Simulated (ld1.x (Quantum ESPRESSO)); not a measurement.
# What the settings do to the PAW potential of Ni

Base potential:

| Property | Result |
| --- | --- |
| Element | nickel |
| Generator | ld1.x (Quantum ESPRESSO) 7.5 |
| Type | PAW |
| Functional | PBE |
| Relativity | scalar-relativistic |
| Frozen core | [Ne] |
| Valence charge | 18 |
| Reference configuration | 3s2 3p6 3d8 4s1.5 4p0 (charge +0.5) |
| Partial waves | 3s (bound): rcut 1.00, rcutus 1.20 bohr; 4s (bound): rcut 1.00, rcutus 1.20 bohr; 3p (bound): rcut 1.30, rcutus 1.50 bohr; 4p (bound, empty): rcut 1.30, rcutus 1.50 bohr; 3d (bound): rcut 1.40, rcutus 1.70 bohr; 3d channel at 0.7 Ry: rcut 1.40, rcutus 1.70 bohr |
| Local potential | all-electron potential smoothed inside 0.90 bohr (lloc = -2) |
| Core correction | a·sin(br)/r model core, default radius (ld1.x builds one for every PAW set, though the input has nlcc=.false.) |
| Augmentation charge | BG, radius 0.95 bohr |

All-electron outer shells of the reference configuration (PBE, scalar-relativistic, ld1.x):

```json
{"shell": "2p", "level (eV)": "-848.97", "outermost node (bohr)": "–", "outermost maximum (bohr)": "0.16"}
{"shell": "3s", "level (eV)": "-115.41", "outermost node (bohr)": "0.30", "outermost maximum (bohr)": "0.64"}
{"shell": "3p", "level (eV)": "-75.74", "outermost node (bohr)": "0.27", "outermost maximum (bohr)": "0.65"}
{"shell": "3d", "level (eV)": "-13.20", "outermost node (bohr)": "–", "outermost maximum (bohr)": "0.63"}
{"shell": "4s", "level (eV)": "-9.28", "outermost node (bohr)": "0.92", "outermost maximum (bohr)": "2.18"}
{"shell": "4p", "level (eV)": "-4.22", "outermost node (bohr)": "1.00", "outermost maximum (bohr)": "2.87"}
```

Cutoffs, loose and tight: the cutoffs (Ry, on a coarse ladder) from which the occupation-weighted sum of valence levels, in a spherical-Bessel basis at the reference potential, stays within 10 and 1 mRy of its value at 400 Ry. They do not see the model core or the augmentation charge, which bear on the density cutoff. Test errors are all-electron minus pseudo excitation energies from the reference, over the configurations 3s2 3p6 3d8 4s2 4p0; 3s2 3p6 3d8 4s1 4p0; 3s2 3p6 3d8 4s0 4p0; 3s2 3p6 3d8.5 4s1.5 4p0; 3s2 3p6 3d8 4s1 4p1; 3s2 3p6 3d6 4s0 4p0; 3s2 3p6 3d7 4s0 4p0. A dash means not determined; rows that change the core or the reference have their own tests. The largest error is taken over the tests solved by every variant that gives reliable tests at all: 3s2 3p6 3d8 4s0 4p0; 3s2 3p6 3d8 4s1 4p0; 3s2 3p6 3d8 4s2 4p0; 3s2 3p6 3d8.5 4s1.5 4p0.

Cutoffs are not given where the Bessel-basis levels miss the radial ones by over 6 mRy, ghosts where they miss by over 20 mRy; a channel whose overlap is not positive is not tested.

A file whose overlap is not positive is unfit for use, and its test errors describe a broken file.

```tsv
change	outcome	bound ghosts	largest test error (meV)
base	generated, overlap not positive	not determined (overlap not positive)	-37
waves 3d (bound): rcut 1.08, rcutus 1.14 bohr; 3d channel at 0.7 Ry: rcut 1.08, rcutus 1.14 bohr	generated, overlap not positive	not determined (overlap not positive)	+3.8
waves 3d (bound): rcut 1.34, rcutus 1.42 bohr; 3d channel at 0.7 Ry: rcut 1.34, rcutus 1.42 bohr	generated, overlap not positive	not determined (overlap not positive)	+14
waves 3d (bound): rcut 1.40, rcutus 1.78 bohr; 3d channel at 0.7 Ry: rcut 1.40, rcutus 1.78 bohr	generated, overlap not positive	not determined (overlap not positive)	-50
waves 3d (bound): rcut 1.40, rcutus 2.04 bohr; 3d channel at 0.7 Ry: rcut 1.40, rcutus 2.04 bohr	generated, overlap not positive	not determined (overlap not positive)	-39
waves 3d (bound): rcut 1.40, rcutus 2.22 bohr; 3d channel at 0.7 Ry: rcut 1.40, rcutus 2.22 bohr	generated, overlap not positive	not determined (overlap not positive)	-38
waves 3d (bound): rcut 1.40, rcutus 2.32 bohr; 3d channel at 0.7 Ry: rcut 1.40, rcutus 2.32 bohr	generated, overlap not positive	not determined (overlap not positive)	-36
waves 3d (bound): rcut 1.40, rcutus 2.58 bohr; 3d channel at 0.7 Ry: rcut 1.40, rcutus 2.58 bohr	generated, overlap not positive	not determined (overlap not positive)	-74
```

Task: What comes out with this change to the base: waves 3d (bound): rcut 1.40, rcutus 1.60 bohr; 3d channel at 0.7 Ry: rcut 1.40, rcutus 1.60 bohr?

Result: outcome: generated, overlap not positive; bound ghosts: not determined (overlap not positive); largest test error (meV): -5.3. A file whose overlap is not positive is unfit for use, and its test errors describe a broken file.

Task: What comes out with this change to the base: waves 3d (bound): rcut 1.18, rcutus 1.26 bohr; 3d channel at 0.7 Ry: rcut 1.18, rcutus 1.26 bohr?

Result: outcome: generated, overlap not positive; bound ghosts: not determined (overlap not positive); largest test error (meV): +7.2. A file whose overlap is not positive is unfit for use, and its test errors describe a broken file.
